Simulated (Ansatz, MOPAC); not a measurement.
Molecule: GeF3, charge 0, multiplicity 2. SMILES: [Ge]([F])([F])[F]
Geometry: optimised at B3LYP-D3(BJ)/def2-TZVP (Ansatz, an electronic-structure program).

Wanted: vertical electron affinity to the singlet, in eV. Conventions: no spin-orbit coupling; 6-31G* and kin with 6d, 5d where marked; UHF or UKS for open shells; dispersion terms only where a functional's name holds one; valence correlation only (noble-gas shells and the d and f shells of earlier blocks); non-relativistic; each state is the SCF solution reached for its charge and spin. Ab initio and DFT rows: single points at B3LYP-D3(BJ) geometries (Ansatz). Semi-empirical rows: differences of heats of formation at the shared geometry for vertical values. Sets without +, aug- or the D of def2-TZVPD hold no diffuse functions, which anions need.

| species | coefficient | E at MP2/6-31G* (Ansatz), Eh | E at B3LYP/def2-TZVPD (Ansatz), Eh | heat of formation at PM6 (MOPAC), kcal/mol |
|---|---|---|---|---|
| charge -1, singlet | -1 | -2374.13811 | -2376.90512 | -261.00 |
| charge 0, doublet | +1 | -2374.06716 | -2376.79367 | -186.91 |

 1 Eh = 27.2114 eV and 1 eV = 23.0605 kcal/mol.

Q: Work the quantity out at each level.

A: 
- MP2/6-31G*: the sum of coefficient times E is 0.07095 Eh, or 1.931 eV. Result: 1.93 eV.
- B3LYP/def2-TZVPD: the sum of coefficient times E is 0.11145 Eh, or 3.033 eV. Result: 3.03 eV.
- PM6: the sum of coefficient times heat of formation is 74.09 kcal/mol, or 3.21 eV.
